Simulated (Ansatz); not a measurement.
Cost and result for the atomization energy of Cl3HSiTe (`Cl[Si](Cl)(Cl)[TeH]`) (6 atoms, 5 bonds).

Cartesian coordinates in Å:
```
Cl -0.968 1.659 -1.001
Si -0.525 -0.080 -0.040
Cl -2.019 -0.510 1.275
Cl -0.448 -1.541 -1.456
Te 1.545 0.066 1.297
H 2.415 0.406 -0.074
```

The species carries charge 0 and has multiplicity 1. Correlated methods include outer-core shells of Te, which these sets cover unevenly. Te takes the def2 core potential. All single points use the PBE0-D4/def2-TZVP geometry. Program: Ansatz. All runs use 4 threads of a server CPU on a shared host. Times are those of one run each, without the atoms' runs, and a repeat can differ threefold. Electronic energies, without spin–orbit coupling; frozen cores. CCSD(T)/CBS adds CCSD(T) − MP2 in def2-TZVPP to the MP2 limit, and its time is that of the two runs behind it. T1 = 0.010. With those shells the extrapolation isn't a true limit. HSE06 is the plane-wave form, built on full-range PBE exchange.

CCSD(T)/CBS is a level of theory with its own doubt, some kJ/mol a heavy atom from the limit and from the frozen cores, so smaller differences don't rank the functionals.

```tsv
level	functions	wall time	atomization (kcal/mol)	difference from CCSD(T)/CBS	per bond
LDA (SPW92)/def2-TZVPP	232	1.2 s	481.9	63.4	12.7
revPBE-D4/def2-TZVPP	232	1.9 s	411.4	-7.1	-1.4
BLYP-D4/def2-TZVPP	232	2 s	404.3	-14.2	-2.8
PBE0-D4/def2-TZVPP	232	3.4 s	416.1	-2.4	-0.5
CAM-B3LYP-D4/def2-TZVPP	232	4 s	404.3	-14.2	-2.8
HSE06-D4/def2-TZVPP	232	4.1 s	416.2	-2.3	-0.4
CCSD(T)/def2-SVP	103	4.2 s	363.9	-54.6	-10.9
PBE-QIDH/def2-TZVPP	232	5.5 s	413.9	-4.6	-0.9
ωB97X-V/def2-TZVPP	232	7.5 s	417.6	-0.9	-0.2
ωB97M-V/def2-TZVPP (with forces)	232	12 s	415.5	-3.0	-0.6
MP2/def2-QZVPP	392	15 s	428.4	9.9	2.0
CCSD(T)/def2-TZVPP	232	2.1 min	396.8	-21.7	-4.3
CCSD(T)/CBS(def2)	–	2.4 min	418.5	0.0	0.0
```

Leaving LDA and LC-ωPBE aside and taking each functional with its dispersion term where it has one, the values, not all of them listed here, spread over 27.1 kcal/mol, from BHLYP-D4 to PBE-D4. LDA lies +66.5 kcal/mol from PBE without D4, its usual overbinding. From PBE to PBE0 (25 % exact exchange), in def2-TZVPP and without D4, the atomization energy moves by −5.9 kcal/mol: exact exchange takes away binding that semilocal exchange gives to molecules. The D4 term adds +12.5 kcal/mol with B3LYP and +6.5 kcal/mol with PBE0; it sums over pairs of atoms, weighted by their polarisabilities, and B3LYP, whose exchange is more repulsive, gets the larger term.

B3LYP here is the variant with VWN-RPA as its local correlation; programs differ in this.

Spin–orbit coupling would lower the free Te atoms strongly, and the atomization energy with them, by more than many differences here.
